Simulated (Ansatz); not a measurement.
A made-up structure of BHS₂O, singlet:

```
atom    x (Å)    y (Å)    z (Å)
  S1  -0.1874   1.2067  -0.9941
  B2   0.2439  -0.2217  -0.0432
  O3   1.1616  -1.1933  -0.0704
  S4   0.0061  -1.3351   1.3172
  H5  -0.4127  -1.4932   2.6015
```

It is relaxed with PBE-D4/def2-SVP and then PBE0-D4/def2-TZVP (Ansatz 0.2.0). Atoms count as bonded within 1.22 times the sum of their covalent radii (H–H: 0.88 Å). The end point is not checked to be a true minimum.

Task: Does its bonding change? (Judge from chemistry; the calculation decides.)

Result: The calculation gives: Yes. Formed: none; broken: B2–S4.

Where it ends: The first stage lowers the energy by 2.95 eV in 11 steps. It ends as BHS₂O ([S][B][O][SH]):
S1  (-0.084, 1.322, -1.056)
B2  (0.375, -0.009, -0.267)
O3  (0.811, -1.086, 0.362)
S4  (-0.273, -1.961, 1.313)
H5  (-0.018, -1.303, 2.460)
(Å)

Labels in which every atom is bracketed show which atoms are joined, not bond orders.

For scale, one of the runs: PBE0-D4/def2-TZVP relaxation, 142 basis functions, launched by `ansatz run in.yaml --threads 2 --pin off --events-out ev --progress --plain --max-ram 4352MiB`. The run took about 23 s on 2 CPU threads of an Arm Neoverse V2 (shared host).
